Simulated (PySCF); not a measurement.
## GaGe: from constants to spectrum

UHF-CCSD(T) constants of GaGe, ⁴Σ⁻ (quartet), unpaired electrons σ ↑, π ↑↑ (Ga pcseg-1, Ge pcseg-1; no relativity (PySCF 2.14); masses 68.9256 and 73.9212 u):

| Quantity | Value |
| --- | --- |
| ωe | 216.8 cm⁻¹ |
| ωexe | 0.617 cm⁻¹ |
| Be | 0.074234 cm⁻¹ |
| αe | 0.000323 cm⁻¹ |
| D (centrifugal) | 3.48e-08 cm⁻¹ |
| De to Ga + Ge | 2.15 eV |

(1) Give the vibrational terms G(v) and spacings up to v = 6.

(2) How well does the Morse estimate ωe²/(4ωexe) reproduce De, and what is D0?

Correlated steps freeze 18 core orbitals. Correlated levels converge slowly with the basis: in double zeta they bind strong bonds too weakly, by up to about 1 eV, and carry superposition errors of some tenths. Spin–orbit coupling is left out. The state is the lowest determinant that a PBE0 search found; another state may lie lower at other levels.

## Answers

(1) G(v) = ωe(v+½) − ωexe(v+½)².

```json
{"v": "0", "G(v) (cm⁻¹)": "108.2", "G(v) − G(v−1)": "", "Bv (cm⁻¹)": "0.07407"}
{"v": "1", "G(v) (cm⁻¹)": "323.8", "G(v) − G(v−1)": "215.6", "Bv (cm⁻¹)": "0.07375"}
{"v": "2", "G(v) (cm⁻¹)": "538.1", "G(v) − G(v−1)": "214.3", "Bv (cm⁻¹)": "0.07343"}
{"v": "3", "G(v) (cm⁻¹)": "751.2", "G(v) − G(v−1)": "213.1", "Bv (cm⁻¹)": "0.07310"}
{"v": "4", "G(v) (cm⁻¹)": "963.1", "G(v) − G(v−1)": "211.9", "Bv (cm⁻¹)": "0.07278"}
{"v": "5", "G(v) (cm⁻¹)": "1173.7", "G(v) − G(v−1)": "210.6", "Bv (cm⁻¹)": "0.07246"}
{"v": "6", "G(v) (cm⁻¹)": "1383.1", "G(v) − G(v−1)": "209.4", "Bv (cm⁻¹)": "0.07213"}
```

(2) It gives 2.36 eV, 110 % of the computed De. D0 = De − G(0) = 2.15 − 0.01 = 2.14 eV.
